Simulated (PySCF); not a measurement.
**Computed structure and properties of WH4**

System: WH4 (triplet; a saddle point, relaxed within its symmetry); start: displaced along the imaginary mode (C2v). Method: PySCF 2.14.0, UKS PBE0, W def2-SVP with ECP60, H def2-SVP; non-relativistic Hamiltonian with scalar-relativistic core potentials where named; density fitting; no spin-orbit coupling.

Input of the relaxation:

```python
mol = gto.M(atom='''
W      0.00358    -0.00358     0.00000
H      1.61251     0.83510     0.00000
H      0.37304     1.80356     0.00000
H     -1.80356    -0.37304    -0.00000
H     -0.83510    -1.61252    -0.00000''',
    basis={'W': 'def2-SVP', 'H': 'def2-SVP'},
    ecp={'W': 'def2-SVP'},
    charge=0, spin=2)
mf = dft.UKS(mol, xc='PBE0')
mf.grids.atom_grid = (50, 194)
mf = mf.density_fit()  # fitting sets: W def2-universal-JKFIT, H def2-universal-JKFIT
mf.conv_tol = 1e-08; mf.max_cycle = 55
mf.kernel(dm0)  # dm0: converged density of the start geometry
# quasi-Newton relaxation in Cartesian coordinates to a largest gradient under 0.00045 Eh/bohr, steps kept in the point group
```

Run from Python with OMP_NUM_THREADS=2; the lines above give its settings. Where DIIS fails, smearing, a level shift and second-order steps follow.
It took 20 s on 2 threads of Intel(R) Xeon(R) Processor @ 2.70GHz (shared host), from the converged density of the start.

Course of the relaxation:

```json
{"step": "0", "energy above end (eV)": "1.6444", "largest force component within the symmetry (eV/Å)": "1.241"}
{"step": "1", "energy above end (eV)": "1.2844", "largest force component within the symmetry (eV/Å)": "1.207"}
{"step": "2", "energy above end (eV)": "0.8556", "largest force component within the symmetry (eV/Å)": "1.107"}
{"step": "3", "energy above end (eV)": "0.3251", "largest force component within the symmetry (eV/Å)": "1.701"}
{"step": "4", "energy above end (eV)": "0.1383", "largest force component within the symmetry (eV/Å)": "1.603"}
{"step": "5", "energy above end (eV)": "0.0106", "largest force component within the symmetry (eV/Å)": "0.221"}
{"step": "6", "energy above end (eV)": "0.0029", "largest force component within the symmetry (eV/Å)": "0.140"}
{"step": "7", "energy above end (eV)": "0.0005", "largest force component within the symmetry (eV/Å)": "0.081"}
{"step": "8", "energy above end (eV)": "0.0000", "largest force component within the symmetry (eV/Å)": "0.015"}
{"step": "9", "energy above end (eV)": "0.0000", "largest force component within the symmetry (eV/Å)": "0.007"}
```

Relaxed geometry (C2v):

```xyz
5

W     0.1761   -0.1761    0.0000
H     1.6797    0.8074    0.0000
H    -0.2496    1.4483    0.0000
H    -1.4483    0.2496    0.0000
H    -0.8074   -1.6797    0.0000
```

```
  contact      Å
W1–H2 (H)  1.797
W1–H3 (H)  1.679
W1–H4 (H)  1.679
W1–H5 (H)  1.797
```

Short contacts between ligands at the end: H3···H4 1.70 Å.

On the finer grid (75, 302):

```json
{
  "HOMO": "-7.48 eV",
  "LUMO": "-4.31 eV",
  "Dipole about the centre of mass": "1.54 D",
  "Spin squared": "2.012",
  "Set of Mulliken populations of W1 outside the core potential": "s 2.90, p 6.24, d 4.19, f 0.02",
  "D3(BJ) dispersion energy (not in the energies)": "-0.051 eV"
}
```

```json
{"atom": "W1", "Mulliken (e)": "0.66", "Löwdin (e)": "0.43", "spin (e)": "2.18"}
{"atom": "H2", "Mulliken (e)": "-0.24", "Löwdin (e)": "-0.18", "spin (e)": "-0.02"}
{"atom": "H3", "Mulliken (e)": "-0.09", "Löwdin (e)": "-0.03", "spin (e)": "-0.07"}
{"atom": "H4", "Mulliken (e)": "-0.09", "Löwdin (e)": "-0.03", "spin (e)": "-0.07"}
{"atom": "H5", "Mulliken (e)": "-0.24", "Löwdin (e)": "-0.18", "spin (e)": "-0.02"}
```

On the grid (50, 194), as all that follows. Harmonic modes: 2 unstable, so a saddle point once the symmetry is let go (counted below −25 cm⁻¹); lowest -1214 cm⁻¹ (negative: unstable), highest 2080 cm⁻¹, zero-point energy 0.605 eV.

Taking off one H (charge -1, singlet; the rest: triplet) in vacuum, both parts rigid, costs 10.95 eV; the small basis without counterpoise inflates it. Most of it is the attraction of opposite charges; other ways to part are cheaper, and one spin state was tried for the rest.

Rigid scan of H along the line from its metal:

| distance to H2 (Å) | energy (eV) |
| --- | --- |
| 1.50 | 0.792 |
| 1.60 | 0.304 |
| 1.70 | 0.066 |
| 1.80 | 0.000 |
| 1.90 | 0.052 |
| 2.00 | 0.182 |
| 2.20 | 0.577 |
| 2.50 | 1.290 |
| 2.90 | 2.197 |
| 3.40 | 2.883 |

One start shape was tried, so this needn't be the lowest isomer.

Open shells may have lower solutions than the one found.
